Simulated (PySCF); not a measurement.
Molfile (atoms numbered from 1):
```
C8H16Si
     RDKit          3D

 25 25  0  0  0  0  0  0  0  0999 V2000
    2.0178   -0.3672    1.5425 C   0  0  0  0  0  0  0  0  0  0  0  0
    1.5661    0.0562    0.3537 C   0  0  0  0  0  0  0  0  0  0  0  0
    2.4714    0.8288   -0.5662 C   0  0  0  0  0  0  0  0  0  0  0  0
    0.1663   -0.2083   -0.1536 C   0  0  1  0  0  0  0  0  0  0  0  0
    0.2145   -0.9804   -1.4838 C   0  0  0  0  0  0  0  0  0  0  0  0
   -0.7504   -0.9464    0.8439 C   0  0  0  0  0  0  0  0  0  0  0  0
   -2.2194   -0.7316    0.4740 C   0  0  0  0  0  0  0  0  0  0  0  0
   -2.4645    0.7784    0.3230 C   0  0  0  0  0  0  0  0  0  0  0  0
   -0.8375    1.4209   -0.4132 Si  0  0  0  0  0  4  0  0  0  0  0  0
    1.4093   -0.9570    2.2300 H   0  0  0  0  0  0  0  0  0  0  0  0
    3.0363   -0.1332    1.8661 H   0  0  0  0  0  0  0  0  0  0  0  0
    1.9791    1.7385   -0.9520 H   0  0  0  0  0  0  0  0  0  0  0  0
    3.3951    1.1336   -0.0555 H   0  0  0  0  0  0  0  0  0  0  0  0
    2.7587    0.2295   -1.4456 H   0  0  0  0  0  0  0  0  0  0  0  0
    0.7066   -1.9572   -1.3369 H   0  0  0  0  0  0  0  0  0  0  0  0
   -0.7948   -1.1706   -1.8806 H   0  0  0  0  0  0  0  0  0  0  0  0
    0.7640   -0.4368   -2.2656 H   0  0  0  0  0  0  0  0  0  0  0  0
   -0.4912   -2.0186    0.8966 H   0  0  0  0  0  0  0  0  0  0  0  0
   -0.5903   -0.5324    1.8541 H   0  0  0  0  0  0  0  0  0  0  0  0
   -2.4475   -1.2449   -0.4753 H   0  0  0  0  0  0  0  0  0  0  0  0
   -2.8834   -1.1827    1.2292 H   0  0  0  0  0  0  0  0  0  0  0  0
   -2.6021    1.2427    1.3143 H   0  0  0  0  0  0  0  0  0  0  0  0
   -3.3611    1.0147   -0.2689 H   0  0  0  0  0  0  0  0  0  0  0  0
   -0.2757    2.5846    0.3415 H   0  0  0  0  0  0  0  0  0  0  0  0
   -0.9276    1.8001   -1.8596 H   0  0  0  0  0  0  0  0  0  0  0  0
  1  2  2  0
  2  3  1  0
  2  4  1  0
  4  5  1  6
  4  6  1  0
  6  7  1  0
  7  8  1  0
  8  9  1  0
  9  4  1  0
  1 10  1  0
  1 11  1  0
  3 12  1  0
  3 13  1  0
  3 14  1  0
  5 15  1  0
  5 16  1  0
  5 17  1  0
  6 18  1  0
  6 19  1  0
  7 20  1  0
  7 21  1  0
  8 22  1  0
  8 23  1  0
  9 24  1  0
  9 25  1  0
M  END
```

Geometry: PBE0-D3(BJ)/def2-SVP; GIAO shifts from PySCF 2.14.0 with density-fitted response routines, gas phase, non-relativistic, averaged over equivalent atoms.

At KT2/pcSseg-1 (240 basis functions, 68 s wall time on 1 thread of an Arm Neoverse V2, shared host):
```json
{"atoms": "C2", "δ (ppm)": "151.4"}
{"atoms": "C1", "δ (ppm)": "102.7"}
{"atoms": "C6", "δ (ppm)": "42.7"}
{"atoms": "C4", "δ (ppm)": "41.8"}
{"atoms": "C7", "δ (ppm)": "29.2"}
{"atoms": "C3", "δ (ppm)": "28.1"}
{"atoms": "C5", "δ (ppm)": "25.4"}
{"atoms": "C8", "δ (ppm)": "10.0"}
{"atoms": "Si9", "δ (ppm)": "-13.1"}
{"atoms": "H11", "δ (ppm)": "4.76"}
{"atoms": "H10", "δ (ppm)": "4.74"}
{"atoms": "H25", "δ (ppm)": "4.21"}
{"atoms": "H24", "δ (ppm)": "4.12"}
{"atoms": "H21", "δ (ppm)": "2.11"}
{"atoms": "H12/H13/H14", "δ (ppm)": "1.97"}
{"atoms": "H19", "δ (ppm)": "1.76"}
{"atoms": "H20", "δ (ppm)": "1.74"}
{"atoms": "H18", "δ (ppm)": "1.41"}
{"atoms": "H15/H16/H17", "δ (ppm)": "1.17"}
{"atoms": "H23", "δ (ppm)": "1.09"}
{"atoms": "H22", "δ (ppm)": "0.89"}
```

Scale: ¹³C (183.22 ppm) and ²⁹Si (361.05 ppm) and ¹H (31.18 ppm) against TMS (reference shieldings calculated alike).

Question: What do these become at PBE0/pcSseg-1?

Answer: 
```tsv
atoms	δ at PBE0/pcSseg-1	change
C2	160.9	+9.5
C1	112.6	+9.9
C6	41.3	-1.4
C4	38.0	-3.8
C7	27.2	-2.0
C3	27.4	-0.7
C5	24.4	-1.0
C8	8.4	-1.6
Si9	-7.9	+5.2
H11	4.96	+0.20
H10	4.90	+0.16
H25	4.13	-0.08
H24	4.03	-0.09
H21	1.96	-0.15
H12/H13/H14	1.91	-0.06
H19	1.67	-0.09
H20	1.63	-0.11
H18	1.31	-0.10
H15/H16/H17	1.09	-0.08
H23	0.91	-0.18
H22	0.79	-0.10
```

δ = σ(ref) − σ, references computed at the same level: TMS for ¹³C (σ = 184.41 ppm), ²⁹Si (σ = 351.99 ppm), ¹H (σ = 31.27 ppm).

The largest change is at C1 (terminal =CH2 carbon). Cost: 240 basis functions, 59 s wall time on 1 thread of an Arm Neoverse V2, shared host. The order of the carbon signals changes between the two levels.
